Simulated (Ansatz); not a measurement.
The pair A = HCl (SMILES Cl) (first 2 atoms), B = C2H3N (SMILES CC#N); geometry from B3LYP-D3(BJ)/def2-TZVP.
(charge 0, multiplicity 1):
```xyz
8

Cl     0.245     1.009    -1.147
H      0.250     0.597     0.086
C      0.267    -0.849     4.409
C      0.262    -0.388     3.032
N      0.258    -0.024     1.944
H     -0.427    -1.681     4.526
H      1.267    -1.180     4.687
H     -0.036    -0.039     5.074
```

Frozen-core correlation. MP2 and its Hartree–Fock in aug-cc-pV(Q+d)Z, aug-cc-pV(T+d)Z are density fitted.

Codes used: Ansatz (Gaussian orbitals). Each number belongs to the level named beside it.

The counterpoise-corrected interaction energy is E(AB) − E(A in the pair's basis) − E(B in the pair's basis). Total energies (hartree):

| level | AB | A in the pair's basis | B in the pair's basis |
|---|---|---|---|
| HF/aug-cc-pV(T+d)Z | -592.0895051 | -460.1080014 | -131.9756788 |
| MP2/aug-cc-pV(T+d)Z | -592.8243281 | -460.3166833 | -132.4975580 |
| HF/aug-cc-pV(Q+d)Z | -592.1003114 | -460.1113064 | -131.9832082 |
| MP2/aug-cc-pV(Q+d)Z | -592.8811881 | -460.3369895 | -132.5338171 |
| MP2/aug-cc-pV(D+d)Z | -592.6486553 | -460.2578867 | -132.3812530 |
| CCSD(T)/aug-cc-pV(D+d)Z | -592.7095653 | -460.2804852 | -132.4208496 |

Question: Work out the counterpoise-corrected interaction energy at the basis-set limit: extrapolate the MP2 correlation part as X⁻³, take Hartree–Fock from the larger set, and add the CCSD(T) − MP2 difference of aug-cc-pV(D+d)Z.

Answer: 
1. Differences (1 hartree = 627.509 kcal/mol): HF/aug-cc-pV(T+d)Z -3.655; MP2/aug-cc-pV(T+d)Z -6.330; HF/aug-cc-pV(Q+d)Z -3.638; MP2/aug-cc-pV(Q+d)Z -6.514; MP2/aug-cc-pV(D+d)Z -5.971; CCSD(T)/aug-cc-pV(D+d)Z -5.165.
2. Correlation parts, MP2 less HF: -2.674 in aug-cc-pV(T+d)Z (X = 3), -2.877 in aug-cc-pV(Q+d)Z (X = 4).
3. Limit (4³·(-2.877) − 3³·(-2.674))/(4³ − 3³) = -3.025; with HF/aug-cc-pV(Q+d)Z it gives -6.662.
4. CCSD(T) less MP2 in aug-cc-pV(D+d)Z: 0.806.
Result: -5.86 kcal/mol, against -6.33 at MP2/aug-cc-pV(T+d)Z. It is an estimate of this method's limit, not of the exact value.

Ansatz is an electronic-structure program.
